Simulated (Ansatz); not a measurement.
Ansatz (a quantum-chemistry and plane-wave program) input (PBE/def2-TZVPD):

Ansatz 0.2 input:
```yaml
crystal:
  periodic: [false, false, false]
  atoms:
    - {symbol: C, position_ang: [-1.30140524, -1.18480293, 0.04320733]}
    - {symbol: I, position_ang: [0.21068024, 0.19180387, -0.00699469]}
    - {symbol: H, position_ang: [-1.68009966, -1.49242257, 1.00329335]}
    - {symbol: H, position_ang: [-1.67752164, -1.56436514, -0.89181858]}
basis:
  gaussian:
    orbitals: def2-TZVPD
hamiltonian:
  xc: {name: PBE}
magnetization: {spin_polarized: true, initial_magnetization: 1}
output: {forces: true}
```

End of the output:

```
mean field: 0.35 GiB planned
mean field evaluation 1: about -9152.2360 eV, gradient 5.3e1 eV
mean field evaluation 2: about -9095.6983 eV, gradient 9.6e1 eV
mean field evaluation 4: about -9167.0319 eV, gradient 1.0e1 eV
mean field evaluation 8: about -9167.4273 eV, gradient 4.6e-2 eV
mean field evaluation 16: about -9167.4072 eV, gradient 3.7e-5 eV
mean field -9167.40716298 eV, -336.8959993478 hartree, gradient 1.2e-5 eV, S^2 0.754450; 0 other end points of the search recorded, 0 dependent functions left out
the calculation of the forces begins
reference -9167.40720243 eV, -336.8960007975 hartree; 17, 16 occupied and 97, 98 virtual orbitals, 690 factors
Total energy: -9167.40720243 eV, -336.8960007975 hartree
Atom 0 at    -1.301405    -1.184803     0.043207 Å, force     0.239839     0.218350    -0.007963 eV/Å
Atom 1 at     0.210680     0.191804    -0.006995 Å, force    -0.056842    -0.051749     0.001887 eV/Å
Atom 2 at    -1.680100    -1.492423     1.003293 Å, force    -0.091887    -0.072470     0.288343 eV/Å
Atom 3 at    -1.677522    -1.564365    -0.891819 Å, force    -0.091110    -0.094131    -0.282267 eV/Å
Dipole moment:    -0.086491    -0.078742     0.002872 e Å
```

It need not be the lowest isomer of its formula.
